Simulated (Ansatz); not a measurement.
Reaction (ligand exchange at the Si–C bond): `C[SiH](C)Br` + HCl → `C[SiH](Cl)Br` + CH₄

Isolated molecules relaxed with PBE0-D4/def2-TZVP in Ansatz; ΔE leaves out vibrations. CCSD(T)/CBS is the MP2 limit (def2-TZVPP, def2-QZVPP) plus CCSD(T) − MP2 in def2-TZVPP, frozen cores. This one scheme is used for every species. Functionals use def2-TZVPP. B3LYP here is the variant with VWN-RPA as its local correlation; programs differ in this. HSE06 is defined as in plane-wave codes. For Br outer-core shells are correlated without core-valence functions, which leaves a few kJ/mol of doubt a bond. Scalar relativity is left out up to krypton.

```csv
level,ΔE (kJ/mol),difference from CCSD(T)/CBS
PBE-D4,-99.8,0.2
revPBE-D4,-99.6,0.4
BLYP-D4,-102.8,-2.8
PBE0-D4,-100.1,-0.1
r2SCANh-D4,-103.7,-3.7
r2SCAN0-D4,-103.3,-3.3
HSE06-D4,-100.3,-0.3
BHLYP-D4,-105.2,-5.2
CAM-B3LYP-D4,-100.9,-0.9
ωB97X-V,-100.4,-0.4
ωB97M-V,-100.9,-0.9
B2PLYP,-103.2,-3.2
PBE-QIDH,-101.4,-1.4
PBE,-100.2,-0.2
revPBE,-101.3,-1.3
BLYP,-103.4,-3.4
r2SCAN,-104.3,-4.3
PBE0,-100.5,-0.5
B3LYP,-103.3,-3.3
r2SCANh,-104.1,-4.1
r2SCAN0,-103.7,-3.7
HSE06,-100.6,-0.6
BHLYP,-104.5,-4.5
CAM-B3LYP,-101.2,-1.2
LC-ωPBE,-97.8,2.2
RPA@PBE/def2-TZVPP,-93.1,6.9
HF/def2-SVP,-105.8,-5.8
MP2/def2-SVP,-100.3,-0.3
CCSD/def2-SVP,-97.5,2.5
HF/def2-TZVPP,-106.7,-6.7
MP2/def2-TZVPP,-101.8,-1.8
SCS-MP2/def2-TZVPP,-101.3,-1.3
CCSD/def2-TZVPP,-96.3,3.7
CCSD(T)/def2-TZVPP,-96.4,3.6
HF/def2-QZVPP,-106.7,-6.7
MP2/def2-QZVPP,-103.9,-3.9
SCS-MP2/def2-QZVPP,-103.3,-3.3
HF/CBS(def2),-106.7,-6.7
MP2/CBS(def2),-105.4,-5.4
CCSD/CBS(def2),-99.9,0.1
CCSD(T)/CBS,-100.0,0
```

What do rigid-rotor, harmonic-oscillator terms from PBE0-D4/def2-TZVP frequencies (298.15 K, 1 bar) make of the CCSD(T)/CBS value? (Estimate.)

The calculation gave: ΔZPE = +7.9 kJ/mol, ΔH = -92.7 kJ/mol, ΔS = -6 J/(mol·K), ΔG = -90.9 kJ/mol.

Largest T1 diagnostic among the species: 0.008.

Leaving LDA and LC-ωPBE aside and taking each functional with its dispersion term where it has one, the values, not all of them listed here, spread over 6.3 kJ/mol, from B97M-V to revPBE-D4. LDA lies +5.1 kJ/mol from PBE without D4. In def2-TZVPP, CCSD(T) changes the Hartree–Fock value by +10.3 kJ/mol (the triples alone add −0.1 kJ/mol) and MP2 by +4.9 kJ/mol.
